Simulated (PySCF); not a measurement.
Bonds (- single, = double, # triple, : aromatic): C1=C2, C2-C3, C3=C4, C3-C5, C5-C6, C5-C7. C1 carries H8, H9; C2 carries H10; C4 carries H11, H12; C5 carries H13; C6 carries H14, H15, H16; C7 carries H17, H18, H19. H12 is cis to C2; H8 is cis to C3; H11 is trans to C2; H9 is trans to C3.

- coordinates at the GFN2-xTB level
- NMR shieldings at PBE0/pcSseg-1/GIAO
- program: PySCF
- in vacuum, no relativistic terms, averaged over atoms made equivalent by symmetry, fast rotation or ring inversion, a single conformation

Task: Predict the 2D correlation tables (HSQC, COSY, HMBC).

Result: 

HSQC (one-bond C–H):
| δH | δC |
| --- | --- |
| 6.65 (H10) | 147.7 (C2) |
| 5.54 (H8) | 118.1 (C1) |
| 5.43 (H9) | 118.1 (C1) |
| 5.34 (H11) | 121.4 (C4) |
| 5.31 (H12) | 121.4 (C4) |
| 2.58 (H13) | 31.0 (C5) |
| 1.17 (H14/H15/H16/H17/H18/H19) | 24.8 (C6/C7) |

COSY cross peaks (H two or three bonds apart, from the bond graph; peaks can be absent where the dihedral angle is near 90°):
| δH | δH |
| --- | --- |
| 6.65 (H10) | 5.54 (H8) |
| 6.65 (H10) | 5.43 (H9) |
| 5.54 (H8) | 5.43 (H9) |
| 5.34 (H11) | 5.31 (H12) |
| 2.58 (H13) | 1.17 (H14/H15/H16/H17/H18/H19) |

HMBC (two and three bonds, from the bond graph):
| δH | δC |
| --- | --- |
| 6.65 (H10) | 162.0 (C3), 121.4 (C4), 118.1 (C1), 31.0 (C5) |
| 5.54 (H8) | 162.0 (C3), 147.7 (C2) |
| 5.43 (H9) | 162.0 (C3), 147.7 (C2) |
| 5.34 (H11) | 162.0 (C3), 147.7 (C2), 31.0 (C5) |
| 5.31 (H12) | 162.0 (C3), 147.7 (C2), 31.0 (C5) |
| 2.58 (H13) | 162.0 (C3), 147.7 (C2), 121.4 (C4), 24.8 (C6/C7) |
| 1.17 (H14/H15/H16/H17/H18/H19) | 162.0 (C3), 31.0 (C5), 24.8 (C6/C7) |

Referencing at the same level of theory: ¹H (σ = 31.72 ppm), ¹³C (σ = 186.93 ppm) vs TMS.

Short H···H contacts in this conformer between protons four or more bonds apart (candidates for NOE cross peaks, intensity ∝ r⁻⁶): H8···H13 2.14 Å, H11···H15 2.23 Å, H10···H12 2.29 Å, H8···H18 2.53 Å.

Shifts are as computed. Against solution values, carbons near 30 ppm lie about +3 ppm off and those near 130 ppm about +5 ppm. Of 1211 compounds with measured shifts, 218 miss one by over three times the rms of a fit or turn the order of signals round; such compounds aren't used in these exercises.
